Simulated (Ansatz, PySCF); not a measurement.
Mo(O)(NH)(NH2)(Me) (CH₆MoN₂O), SMILES [Mo](=[NH])([NH2])([CH3])=[O], multiplicity 1. Atoms are numbered in the order given.

```xyz
11

Mo     0.0774     0.0128    -0.0632
O      1.7297     0.1282     0.2239
N     -0.3443    -1.0064    -1.4012
H      0.0385    -1.6128    -2.1265
N     -0.8122     1.7121    -0.2489
H     -0.4294     2.5760     0.1297
H     -1.5426     1.9133    -0.9269
C     -0.7449    -0.9655     1.6195
H     -0.2802    -1.9553     1.7471
H     -1.8297    -1.0973     1.4880
H     -0.5519    -0.3628     2.5218
```

Coordinates come from a PBE0-D3(BJ)/def2-SVP optimisation. The multiplicity is an assumed one; no other spin state was optimised. The structure was generated by enumeration; whether it is a known compound was not checked. The def2 effective core potentials stand for the cores of Mo; spin–orbit coupling is left out. The values are those of a single conformer.

Two levels are set side by side: PBE-D3(BJ)/def2-SVP (Ansatz, a first-principles code) and PBE0-D3(BJ)/def2-SVP (Ansatz). Each level has its own optimised geometry; the coordinates shown are those of the second. Frequencies come from the Hessian of PySCF at each geometry. Differences are taken from unrounded values.

```
quantity                            PBE0-D3(BJ)
----------------------------------  -----------
mean bond length (Å)                      1.381
bond Mo1–O2 (Å)                           1.681
bond Mo1–N3 (Å)                           1.734
bond Mo1–N5 (Å)                           1.927
bond Mo1–C8 (Å)                           2.113
bond N3–H4 (Å)                            1.020
bond N5–H6 (Å)                            1.018
bond N5–H7 (Å)                            1.017
bond C8–H9 (Å)                            1.101
bond C8–H10 (Å)                           1.101
bond C8–H11 (Å)                           1.102
highest harmonic wavenumber (cm⁻¹)         3679
mean harmonic wavenumber (cm⁻¹)            1279
zero-point energy (kcal/mol)              49.36
```

What does PBE-D3(BJ) give, and how far is it from PBE0-D3(BJ)? (An estimate is asked for; the answer gives what the named calculation found.)


| quantity | PBE-D3(BJ) | PBE-D3(BJ) minus PBE0-D3(BJ) |
|---|---|---|
| mean bond length (Å) | 1.394 | 0.013 |
| bond Mo1–O2 (Å) | 1.704 | 0.023 |
| bond Mo1–N3 (Å) | 1.758 | 0.024 |
| bond Mo1–N5 (Å) | 1.943 | 0.016 |
| bond Mo1–C8 (Å) | 2.125 | 0.012 |
| bond N3–H4 (Å) | 1.030 | 0.010 |
| bond N5–H6 (Å) | 1.027 | 0.009 |
| bond N5–H7 (Å) | 1.025 | 0.009 |
| bond C8–H9 (Å) | 1.109 | 0.008 |
| bond C8–H10 (Å) | 1.109 | 0.008 |
| bond C8–H11 (Å) | 1.110 | 0.008 |
| highest harmonic wavenumber (cm⁻¹) | 3558 | -121 |
| mean harmonic wavenumber (cm⁻¹) | 1234 | -45 |
| zero-point energy (kcal/mol) | 47.65 | -1.72 |

GGA bonds tend to be longer and softer than those of functionals with exact exchange. Differences between two approximate levels are no errors against the true value.
